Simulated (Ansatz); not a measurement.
Cost and result for the atomization energy of `BB1OCC1O` (12 atoms, 12 bonds).

```xyz
12

B     1.2938   -1.0908   -1.6179
B     0.3153   -0.6440   -0.3411
O    -0.0867   -1.3399    0.7722
C    -0.7332   -0.1741    1.3422
C    -0.5041    0.6738    0.0748
O     0.1882    1.8877    0.1931
H     0.8432   -1.5555   -2.6269
H     2.4751   -0.8939   -1.6079
H    -0.1730    0.1877    2.2068
H    -1.7645   -0.4018    1.6269
H    -1.4321    0.7791   -0.5027
H    -0.4220    2.5717    0.4804
```

The species carries charge 0 and has multiplicity 1. The structure was optimised at the PBE0-D4/def2-TZVP level. It is one conformer, not always the lowest. Program: Ansatz. All runs use 4 threads of an Arm Neoverse V1 on a shared host. Times are those of one run each, without the atoms' runs, and a repeat can differ threefold. Electronic energies, without spin–orbit coupling; frozen cores. CCSD(T)/CBS adds CCSD(T) − MP2 in def2-TZVPP to the MP2 limit, and its time is that of the two runs behind it. T1 = 0.014. B3LYP takes the VWN-RPA correlation (the form of Gaussian; ORCA's B3LYP/G).

CCSD(T)/CBS is a level of theory with its own doubt, some kJ/mol a heavy atom from the limit and from the frozen cores, so smaller differences don't rank the functionals.

```tsv
level	functions	wall time	atomization (kcal/mol)	difference from CCSD(T)/CBS	per bond
PBE-D4/def2-TZVPP (with forces)	270	2.9 s	1171.0	38.7	3.2
PBE0-D4/def2-TZVPP	270	3 s	1146.1	13.8	1.2
B3LYP-D4/def2-TZVPP (with forces)	270	4.6 s	1137.5	5.2	0.4
r2SCAN-D4/def2-TZVPP (with forces)	270	5 s	1144.6	12.3	1.0
B2PLYP/def2-TZVPP	270	6 s	1126.6	-5.7	-0.5
ωB97X-V/def2-TZVPP	270	8 s	1140.6	8.3	0.7
ωB97M-V/def2-TZVPP (with forces)	270	12 s	1142.6	10.3	0.9
MP2/def2-QZVPP	522	27 s	1149.7	17.4	1.5
CCSD(T)/def2-TZVPP	270	3.8 min	1104.3	-28.0	-2.3
CCSD(T)/CBS(def2)	–	4.2 min	1132.3	0.0	0.0
```

From PBE to PBE0 (25 % exact exchange), in def2-TZVPP and without D4, the atomization energy moves by −24.1 kcal/mol: exact exchange takes away binding that semilocal exchange gives to molecules. The D4 term adds +8.1 kcal/mol with B3LYP and +4.3 kcal/mol with PBE0; it sums over pairs of atoms, weighted by their polarisabilities, and B3LYP, whose exchange is more repulsive, gets the larger term. In def2-TZVPP, CCSD(T) changes the Hartree–Fock value by +276.8 kcal/mol (the triples alone add +18.1 kcal/mol) and MP2 by +305.7 kcal/mol; breaking electron pairs costs correlation energy, which Hartree–Fock lacks.
